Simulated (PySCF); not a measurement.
phosphorus nitride (NP), SMILES N#P. Atoms are numbered in the order given.

```xyz
2

N      0.0000     0.0000    -1.0105
P      0.0000     0.0000     0.4716
```
Charge 0, spin multiplicity 1.

Geometry: B3LYP-D3(BJ)/def2-TZVPD.

Calculation: PySCF with PBE/def2-TZVPD.

The molecule is in vacuum.

```yaml
total_energy: -395.88387 hartree
point_group: C∞v
highest_occupied_level: -7.73 eV
lowest_empty_level: -3.34 eV
orbital_gap: 4.39 eV
dipole_moment: 2.71 D
quadrupole, principal values (traceless, Buckingham form, about the centre of nuclear charge): -2.58, 1.29, 1.29 D·Å
mean_static_polarisability: 28.3 bohr³ (4.19 Å³)
polarisability_principal_values: 24.0, 24.0, 36.9 bohr³
```
